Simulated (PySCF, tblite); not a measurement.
C7H12BF.
Cartesian coordinates in Å at the GFN2-xTB level; atoms count from 1:
```
atom  x, y, z in Å
C1     2.9983    0.6098   -0.9295
C2     2.2980    0.3354    0.1543
C3     1.2622   -0.7406    0.2391
C4    -0.1161   -0.1645    0.5752
C5    -1.2082   -1.2286    0.7903
B6    -2.5615   -0.5011    0.4604
C7    -2.1815    0.8624   -0.2369
C8    -0.6801    0.7443   -0.5256
F9    -0.5172    0.1399   -1.7633
H10    3.7343    1.3955   -0.9543
H11    2.8621    0.0539   -1.8423
H12    2.4429    0.9114    1.0608
H13    1.5407   -1.4481    1.0260
H14    1.2098   -1.2805   -0.7078
H15   -0.0363    0.4481    1.4799
H16   -1.1211   -1.7098    1.7644
H17   -1.0687   -2.0224    0.0482
H18   -3.6397   -0.8904    0.6731
H19   -2.7254    1.0985   -1.1517
H20   -2.3473    1.7012    0.4426
H21   -0.1542    1.7026   -0.6034
```

Jobs on this species (21 atoms, 68 electrons) with PySCF (density fitting) and tblite. Hardware of each: Arm Neoverse N1, one thread, on a shared host. Times come from a shared host and carry two figures at best.

```tsv
level and settings	work	basis functions	SCF cycles	wall time
GFN2-xTB	L-BFGS relaxation	–	–	?
GFN2-xTB	Hessian by finite differences	–	–	1.3 s
PBE0/pcSseg-1	shieldings, ring-centre shieldings, charges and field gradients	213	14	79 s
```

Fill in the missing figures.

- GFN2-xTB; L-BFGS relaxation: 1.1 s

What do all jobs in the table cost together?

About 81 s; the longest takes about 97 % of that, and about 72 times as long as the shortest.
